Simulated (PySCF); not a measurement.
## Computed vibrations of Bi(CH3)3

Bi(CH3)3 (singlet). PySCF 2.14.0, RKS PBE0, Bi def2-SVP with ECP60, C def2-SVP, H def2-SVP; non-relativistic Hamiltonian with scalar-relativistic core potentials where named; density fitting; no spin-orbit coupling. Central differences of gradients.

```xyz
13

Bi    0.0000    0.0000    0.0000
C     2.2518    0.0254    0.0000
H     2.6041    0.5206   -0.9104
H     2.6041    0.5206    0.9104
H     2.5325   -1.0352    0.0000
C    -1.1479    1.9374    0.0000
H    -1.7530    1.9949   -0.9104
H    -1.7530    1.9949    0.9104
H    -0.3697    2.7108    0.0000
C    -1.1039   -1.9628    0.0000
H    -0.8512   -2.5156   -0.9104
H    -0.8512   -2.5156    0.9104
H    -2.1627   -1.6756    0.0000
```

Run from Python with OMP_NUM_THREADS=2. Where DIIS fails, smearing, a level shift and second-order steps follow.
It took 2.2 min on 2 threads of AMD EPYC 7R43 64-Core Processor (Zen 3) (shared host).

What are the harmonic wavenumbers and infrared intensities?

Modes are labelled in C3h; negative numbers are unstable modes, those under 60 cm⁻¹ near the noise; a finer grid moves soft modes by up to 10 cm⁻¹.
| cm⁻¹ | km/mol | symmetry |
| --- | --- | --- |
| -755 | – | a'' |
| -59 | – | a'' |
| -30 | – | e'' |
| -30 | – | e'' |
| 111 | 0.9 | e' |
| 111 | 0.9 | e' |
| 444 | 0.0 | a' |
| 463 | 0.0 | a'' |
| 493 | 1.8 | e' |
| 493 | 1.8 | e' |
| 744 | 0.0 | a' |
| 822 | 72.7 | e' |
| 822 | 72.7 | e' |
| 825 | 0.0 | e'' |
| 825 | 0.0 | e'' |
| 1170 | 77.6 | e' |
| 1170 | 77.6 | e' |
| 1196 | 0.0 | a' |
| 1406 | 31.3 | a'' |
| 1416 | 0.0 | e'' |
| 1416 | 0.0 | e'' |
| 1433 | 0.0 | a' |
| 1433 | 8.1 | e' |
| 1433 | 8.1 | e' |
| 3094 | 0.0 | a' |
| 3094 | 11.6 | e' |
| 3094 | 11.6 | e' |
| 3230 | 0.0 | a' |
| 3230 | 0.6 | e' |
| 3230 | 0.6 | e' |
| 3243 | 0.2 | a'' |
| 3244 | 0.0 | e'' |
| 3244 | 0.0 | e'' |

Is this a minimum?

No: 4 unstable; the lowest moves the atoms so:
```
Bi   0.00  0.00  0.04
C    0.00  0.00 -0.20
H    0.37 -0.05 -0.09
H   -0.37  0.05 -0.09
H    0.00  0.00 -0.02
C    0.00  0.00 -0.20
H   -0.14  0.34 -0.09
H    0.14 -0.34 -0.09
H    0.00  0.00 -0.02
C    0.00  0.00 -0.20
H   -0.23 -0.29 -0.09
H    0.23  0.29 -0.09
H    0.00  0.00 -0.02
```
